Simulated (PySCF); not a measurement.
A PySCF script (with the pyscf-properties extension) for the NMR shieldings of `InChI=1S/C7H10FPSi/c8-7(10)5-9-6-3-1-2-4-6/h3H,1-2,4H2,10H3`, on a GFN2-xTB geometry:

```python
import basis_set_exchange as bse
import numpy as np
from pyscf import gto, dft
from pyscf.prop import nmr

atoms = """
F     2.648461   -2.629997   -0.702227
C     2.529596   -1.263772   -0.691144
Si    3.838103   -0.439215    0.417753
C     1.579691   -0.666186   -1.345265
P     0.578155    0.291580   -2.229629
C    -0.804647    0.435043   -1.067163
C    -1.894013    1.170917   -1.293728
C    -2.854657    1.123360   -0.148443
C    -2.322614   -0.032562    0.716472
C    -0.861132   -0.228153    0.283108
H     3.571825    0.997064    0.378277
H     3.673530   -0.989212    1.764547
H     5.151655   -0.781731   -0.126154
H    -2.083048    1.762591   -2.173365
H    -2.831120    2.074140    0.393136
H    -3.881472    0.960039   -0.478733
H    -2.890291   -0.938495    0.502150
H    -2.410170    0.175989    1.781037
H    -0.578586   -1.279955    0.233110
H    -0.164415    0.269233    0.963830
"""
names = dict.fromkeys(["F", "C", "Si", "P", "H"], "pcSseg-1")
basis = {el: gto.basis.parse(bse.get_basis(n, elements=[el], fmt="nwchem")) for el, n in names.items()}
mol = gto.M(atom=atoms, basis=basis, charge=0, verbose=0)
mf = dft.RKS(mol, xc="PBE0")
mf.grids.level = 2
mf.grids.alignment = dft.numint.BLKSIZE   # the property module wants whole blocks of grid points
mf.conv_tol = 1e-9
mf.kernel()

calc = nmr.RKS(mf)   # GIAO
C = mf.mo_coeff
Co = C[:, mf.mo_occ > 0]
resp = mf.gen_response(singlet=True, hermi=2)
def vind(x):   # induced exchange potential for any number of trial vectors
    d = np.einsum("pi,xij,qj->xpq", C, 2 * x.reshape(-1, C.shape[1], Co.shape[1]), Co, optimize=True)
    return np.einsum("xpq,pi,qj->xij", resp(d - d.transpose(0, 2, 1)), C, Co, optimize=True).ravel()
mo1, _ = nmr.rhf.solve_mo1(calc, with_cphf=vind)
sigma = calc.kernel(mo1)
for i, s in enumerate(sigma):   # ppm
    print("%2d %-2s %9.2f" % (i, mol.atom_pure_symbol(i), np.trace(s) / 3))
```

Q: What are the results?

A: 
```
 0 F     297.24
 1 C      28.27
 2 Si    420.15
 3 C     -72.80
 4 P     194.99
 5 C      31.87
 6 C      30.38
 7 C     146.16
 8 C     160.46
 9 C     144.34
10 H      27.63
11 H      27.16
12 H      27.12
13 H      24.99
14 H      28.93
15 H      28.99
16 H      29.74
17 H      29.63
18 H      28.80
19 H      28.98
```

These numbers come from an equivalent density-fitted implementation of the same equations, which agrees with the script to about 0.01 ppm for H and up to a few tenths of a ppm for heavy atoms, so last digits may differ.

Q: Turn these shieldings into chemical shifts. Scale: CFCl3 for $^{19}$F (170.95 ppm); $^{13}$C (186.93 ppm), $^{29}$Si (349.16 ppm), $^{1}$H (31.72 ppm) vs TMS; $^{31}$P (318.38 ppm) vs H3PO4 (reference shieldings calculated alike).

A: Averaging equivalent atoms: F 0: -126.3; C 3: 259.7; C 1: 158.7; C 6: 156.5; C 5: 155.1; C 9: 42.6; C 7: 40.8; C 8: 26.5; Si 2: -71.0; P 4: 123.4; H 13: 6.73; H 10/11/12: 4.42; H 18/19: 2.83; H 14/15: 2.76; H 16/17: 2.03 ppm. Unscaled 19F shifts against computed CFCl3 carry errors that often reach 10 to 50 ppm. Experimental scales use liquid or dissolved standards, which lie at an offset from isolated H3PO4.

Size and cost of the density-fitted run: 234 basis functions, 97 s wall time on 1 thread of an Arm Neoverse N1, shared host; peak memory 1.1 GiB.
